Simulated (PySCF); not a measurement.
Input for PySCF: R-MP2/6-31G* on C2H6 (SMILES CC) with ghost functions, monomers drawn apart or pushed together.

```python
from pyscf import gto, scf, dft, mp
from pyscf.data.elements import chemcore

mol = gto.M(
    atom='''
    C    -0.60591194   -0.61603375    3.79513320
    C     0.46140311    0.47504002    3.78665314
    H    -0.94358051   -0.83798105    2.78197213
    H    -1.47642689   -0.30965525    4.37878673
    H    -0.22317057   -1.53912847    4.23574219
    H     1.34020581    0.16680488    3.21493150
    H     0.79981813    0.71649512    4.79639752
    H     0.08031174    1.39661538    3.34068995
    ghost-N   -0.08577384   -0.02006318   -0.20176245
    ghost-H   -0.22693155    0.47508304   -1.07475436
    ghost-H    0.39150816    0.61087367    0.43176424
    ghost-H    0.54494491   -0.79115092   -0.38903838
    ''',
    basis='6-31g*',
    cart=True,
    charge=0, spin=0, verbose=3, max_memory=1800)
mf = scf.RHF(mol)
mf.conv_tol = 1e-8
mf.max_cycle = 100
mf.kernel()
if not mf.converged:
    mf = mf.newton().run(mf.mo_coeff, mf.mo_occ)
pt = mp.MP2(mf, frozen=chemcore(mol)).run()
```

It printed:

```
converged SCF energy = -79.2286279137269
E(RMP2) = -79.4948750176534  E_corr = -0.266247103926442
E(SCS-RMP2) = -79.4982375572784  E_corr = -0.269609643551454
```

The calculation finished and met its thresholds.

Cost: about 0.6 core-seconds (a rough figure).
